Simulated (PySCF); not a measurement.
Computed shifts of a molecule C₃H₄ClF, KT2/pcSseg-1 (PySCF), GIAO, gas phase, atoms alike by connectivity averaged where their shifts nearly agree, in ppm (number of nuclei): ¹⁹F: -252.3 (1). ¹³C: 77.4 (1), 38.4 (1), 21.5 (1). ¹H: 4.56 (1), 3.31 (1), 1.64 (1), 1.11 (1). References: ¹⁹F against CFCl3 (σ = 127.1 ppm); ¹³C against TMS (σ = 185.1 ppm); ³⁵Cl against HCl (σ = 945.4 ppm); ¹H against TMS (σ = 31.47 ppm), references at their B3LYP-D3(BJ)/def2-TZVP geometries, non-relativistic (without spin–orbit terms, shifts of atoms bonded to Cl or Br come out too high). The structure is a stationary point at PBE0-D3(BJ)/def2-SVP. Other conformers were not sampled.

### Question
Identify the compound among the candidates.
(A) C/C=C(\F)Cl
(B) F[C@@H]1C[C@H]1Cl
(C) C/C(F)=C\Cl
(D) C/C(Cl)=C\F

### Answer
B, F[C@@H]1C[C@H]1Cl
